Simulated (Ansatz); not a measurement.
Cyclic bis(sulfonyl)imide, `O=S1(=O)[N-]S(=O)(=O)C(F)(F)C(F)(F)C1(F)F`, relaxed as a singlet with RKS r2SCAN-D4/def2-SVP in Ansatz, starting from the GFN2-xTB geometry. Force threshold 0.03 eV/Å.

Start:

```csv
atom,x (Å),y (Å),z (Å)
O1,0.489,-1.443,-2.669
S2,0.348,-0.343,-1.769
O3,1.129,0.822,-2.034
N4,-1.163,-0.121,-1.388
S5,-1.479,1.029,-0.361
O6,-2.877,1.083,-0.071
O7,-0.802,2.271,-0.547
C8,-0.703,0.284,1.216
F9,-0.880,1.123,2.266
F10,-1.387,-0.842,1.525
C11,0.780,-0.021,1.031
F12,1.445,1.124,0.779
F13,1.333,-0.485,2.202
C14,1.017,-1.007,-0.109
F15,2.339,-1.286,-0.216
F16,0.410,-2.188,0.147
```

(1) Estimate the energy that the relaxation releases and the steps that it takes.

(2) Does the start keep its bonding and symmetry?

(3) Predict the relaxed structure.

## Answers

(1) 40.8 kJ/mol, in 7 steps; 19 s on 6 threads of Intel Xeon 6975P-C on a shared host. No frequencies were taken in this run, so the end may be a saddle point.

(2) By distances, no bond broke or formed. The bond that changes most is N4–S5, from 1.57 to 1.62 Å (atoms count from 1). Point group Cs at the start, Cs at the end, both within 0.05 Å.

(3) 
```xyz
16

O     0.435   -1.545   -2.676
S     0.386   -0.377   -1.795
O     1.217    0.793   -2.095
N    -1.161   -0.095   -1.413
S    -1.518    1.050   -0.327
O    -2.956    0.998   -0.061
O    -0.858    2.349   -0.494
C    -0.721    0.333    1.219
F    -0.797    1.232    2.225
F    -1.396   -0.773    1.589
C     0.762   -0.043    1.030
F     1.483    1.080    0.874
F     1.186   -0.655    2.174
C     1.051   -0.995   -0.147
F     2.390   -1.157   -0.233
F     0.497   -2.193    0.129
```
Bond lengths: 6 × C–F 1.34 to 1.36 Å; 4 × O–S 1.46 to 1.47 Å; 2 × N–S 1.62 Å; 2 × C–C 1.54 Å; 2 × C–S 1.88 Å.
